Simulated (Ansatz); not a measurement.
Reaction (hydrogenolysis of the Si–O bond): `C[SiH](O)[SiH](O)O` + H₂ → `C[SiH2][SiH](O)O` + H₂O

Isolated molecules relaxed with PBE0-D4/def2-TZVP in Ansatz; ΔE leaves out vibrations. CCSD(T)/CBS is the MP2 limit (def2-TZVPP, def2-QZVPP) plus CCSD(T) − MP2 in def2-TZVPP, frozen cores. This one scheme is used for every species. One conformer a species, not always the lowest.

`C[SiH](O)[SiH](O)O`:

```xyz
14

C     1.356    0.457   -1.642
Si    0.598    0.632    0.057
O    -0.551    1.841    0.101
Si   -0.743   -1.190    0.686
O    -0.437   -1.478    2.280
O    -2.298   -0.735    0.382
H     0.595    0.234   -2.394
H     2.084   -0.360   -1.646
H     1.878    1.369   -1.942
H     1.691    0.937    1.027
H    -0.257    2.749    0.028
H    -0.569   -2.453   -0.082
H    -0.890   -2.215    2.693
H    -2.455    0.211    0.452
```

H₂:

Z-matrix (Å, degrees):
```
H
H 1 0.746
```

`C[SiH2][SiH](O)O`:

Z-matrix (Å, degrees):
```
C
Si 1 1.877
H 1 1.092 2 110.9
H 1 1.092 2 110.2 3 119.6
H 1 1.092 2 111.0 3 -120.3
Si 2 2.337 1 111.1 3 -61.2
H 2 1.490 1 110.4 3 178.0
H 2 1.492 1 110.4 3 59.2
O 6 1.650 2 108.7 1 -170.5
O 6 1.649 2 105.1 1 -49.2
H 6 1.498 2 114.7 1 69.8
H 9 0.958 6 117.8 2 -147.4
H 10 0.958 6 118.6 2 170.9
```

H₂O:

Z-matrix (Å, degrees):
```
O
H 1 0.960
H 1 0.960 2 105.1
```

```
             species  CCSD(T)/CBS(def2) energy (Eh)
`C[SiH](O)[SiH](O)O`                     -846.70982
                  H₂                       -1.17544
  `C[SiH2][SiH](O)O`                     -771.47980
                 H₂O                      -76.37941
```

Task: Work out ΔE.

Result: ΔE = (-771.47980) + (-76.37941) − (-846.70982) − (-1.17544) = 0.02605 Eh = +16.3 kcal/mol.

Largest T1 diagnostic among the species: 0.012.

The D4 term adds +1.6 kcal/mol with B3LYP and +0.9 kcal/mol with PBE0; it sums over pairs of atoms, weighted by their polarisabilities, and B3LYP, whose exchange is more repulsive, gets the larger term. In def2-TZVPP, CCSD(T) changes the Hartree–Fock value by +1.5 kcal/mol (the triples alone add +0.6 kcal/mol) and MP2 by +3.0 kcal/mol.

B3LYP here is the variant with VWN-RPA as its local correlation; programs differ in this.
